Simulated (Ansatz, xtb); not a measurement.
**C3H5BO2: which of two isomers lies lower**

Structure a is `C=C=CB(O)O`, a singlet and structure b is `CC#CB(O)O`, a singlet. Both are isolated molecules in the gas phase, relaxed with r2SCAN-D4/def2-SVP; the shapes shown needn't be the lowest conformers.

a (Å):

```yaml
atoms:
  - { symbol: C, position_ang: [-0.4829, -3.4490, -2.3200] }
  - { symbol: C, position_ang: [-0.8553, -2.2929, -2.8080] }
  - { symbol: C, position_ang: [-1.2299, -1.1217, -3.2769] }
  - { symbol: B, position_ang: [-1.4719, 0.1265, -2.3724] }
  - { symbol: O, position_ang: [-1.2884, 0.0149, -1.0217] }
  - { symbol: O, position_ang: [-1.8615, 1.2770, -3.0074] }
  - { symbol: H, position_ang: [0.5773, -3.7021, -2.2065] }
  - { symbol: H, position_ang: [-1.2205, -4.1960, -2.0051] }
  - { symbol: H, position_ang: [-1.3793, -1.0209, -4.3619] }
  - { symbol: H, position_ang: [-1.4537, 0.8220, -0.5213] }
  - { symbol: H, position_ang: [-2.0052, 2.0336, -2.4271] }
```

b (Å):

```xyz
11

C    -1.1968   -3.5505   -2.9895
C    -1.1670   -2.1396   -2.6533
C    -1.1435   -0.9508   -2.3706
B    -1.1130    0.5401   -2.0156
O    -1.0605    0.8834   -0.6911
O    -1.1399    1.4452   -3.0428
H    -2.2278   -3.8823   -3.1951
H    -0.8044   -4.1695   -2.1662
H    -0.5956   -3.7598   -3.8893
H    -1.0429    1.8328   -0.5222
H    -1.1186    2.3687   -2.7657
```

Question: Estimate E(b) − E(a) at the level CCSD(T)/def2-SVP + ΔMP2/def2-TZVPP.

Answer: Calculated at CCSD(T)/def2-SVP + ΔMP2/def2-TZVPP: E(b) − E(a) = −4.8 kcal/mol, so structure b lies lower.

How the difference moves with the method:

```csv
level,geometry,E(b) − E(a) (kcal/mol),departure from the last row (kcal/mol),"job, with rough time for the two"
GFN2-xTB,GFN2-xTB,−8.5,−3.8,"optimisation, 0.38 s"
HF/STO-3G,GFN2-xTB,−20.8,−16.1,"single point, 0.52 s"
r2SCAN-D4/def2-SVP//GFN2-xTB,GFN2-xTB,−2.0,+2.8,"single point, 3.3 s"
r2SCAN-D4/def2-SVP,r2SCAN-D4/def2-SVP,−1.9,+2.9,"optimisation, 34 s"
HF/def2-SVP,r2SCAN-D4/def2-SVP,−6.0,−1.2,part of the CCSD(T) run
MP2/def2-SVP,r2SCAN-D4/def2-SVP,−9.4,−4.6,part of the CCSD(T) run
CCSD(T)/def2-SVP,r2SCAN-D4/def2-SVP,−5.6,−0.8,single point
CCSD(T)/def2-SVP + ΔMP2/def2-TZVPP,r2SCAN-D4/def2-SVP,−4.8,,"single point, 36 s"
```

As drawn, b has 1 C–C, 1 C≡C in place of 2 C=C.

None of the levels shown reverses the order. The largest departure from CCSD(T)/def2-SVP + ΔMP2/def2-TZVPP is that of HF/STO-3G, 16.1 kcal/mol. A small imaginary or near-zero mode remains, so no thermal terms are given. The last row adds to CCSD(T) the change of the MP2 difference between the two basis sets, here +0.8 kcal/mol.

The correlated steps freeze 6 core orbitals. Run with Ansatz 0.2.0, xtb 6.7.1; the last row on 2 threads of Intel(R) Xeon(R) Processor @ 2.70GHz on a shared host.
